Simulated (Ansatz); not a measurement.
Reaction (cleavage of the Si–Ge bond): `[SiH3][O][GeH2][SiH3]` + `[OH][In]([OH])[Cl]` → `[OH][In]([Cl])[O][SiH3]` + `[SiH3][O][GeH3]`

Computed with Ansatz on PBE0-D4/def2-TZVP structures; ΔE is electronic, products minus reactants. CBS: MP2 limit from def2 TZ/QZ plus the TZ coupled-cluster correction, frozen cores. Functionals use def2-TZVPP. def2 core potentials past Kr. For Ge, In outer-core shells are correlated without core-valence functions, which leaves a few kJ/mol of doubt a bond. Scalar relativity is left out up to krypton. Each species was taken in one conformer, which may not be the lowest.

CCSD(T)/CBS gives -20.3 kcal/mol.

(1) Another level gave -18.4 kcal/mol. Which?
A. PBE0/def2-TZVPP
B. PBE-D4/def2-TZVPP
C. ωB97X-V/def2-TZVPP
D. r2SCAN-D4/def2-TZVPP

Largest T1 diagnostic among the species: 0.016.

## Answers

(1) D. r2SCAN-D4 -18.4, ωB97X-V -19.7, PBE0 -16.2, PBE-D4 -13.6 kcal/mol.

From PBE to PBE0 (25 % exact exchange), in def2-TZVPP and without D4, ΔE moves by −2.5 kcal/mol. In def2-TZVPP, CCSD(T) changes the Hartree–Fock value by +6.1 kcal/mol (the triples alone add +0.7 kcal/mol) and MP2 by +4.9 kcal/mol.
